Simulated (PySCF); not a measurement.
Isomers of C6H9FO, from PySCF 2.14.0, PBE0-D3(BJ)/def2-SVP geometry optimisation, gas phase. One conformer each, no zero-point energy, no frequencies.

**Question.** Which isomer lies lower at this level?
A. `[CH3:1][O:2]/[CH:3]=[CH:4]/[CH2:5]/[CH:6]=[CH:7]\[F:8]` with C1–O2–C3–C4 -1°, C3–C4–C5–C6 -115°, C4–C5–C6–C7 -120°: A = 6120, B = 692.3, C = 669.2 MHz, dipole 1.29 D
B. `[O:1]=[C:2]1[CH2:3][CH2:4][CH2:5][CH2:6][C@H:7]1[F:8]` with O1–C2–C3–C4 -121°, C2–C3–C4–C5 -53°, C3–C4–C5–C6 54°, C4–C5–C6–C7 -56°: A = 2573, B = 2189, C = 1587 MHz, dipole 2.72 D

**Answer.** B. That is `O=C1CCCC[C@H]1F`, 48.1 kcal/mol below the other.

```
         SMILES                                           mapped SMILES      E (Eh)  relative (kcal/mol)  relative (kJ/mol)  dipole (D)
O=C1CCCC[C@H]1F   [O:1]=[C:2]1[CH2:3][CH2:4][CH2:5][CH2:6][C@H:7]1[F:8]  -408.38519                  0.0                0.0        2.72
 CO/C=C/C/C=C\F  [CH3:1][O:2]/[CH:3]=[CH:4]/[CH2:5]/[CH:6]=[CH:7]\[F:8]  -408.30846                 48.1              201.5        1.29
```

As drawn, the lower has a C=O bond, which the higher lacks; the higher has a C=C bond outside aromatic rings, which the lower lacks.
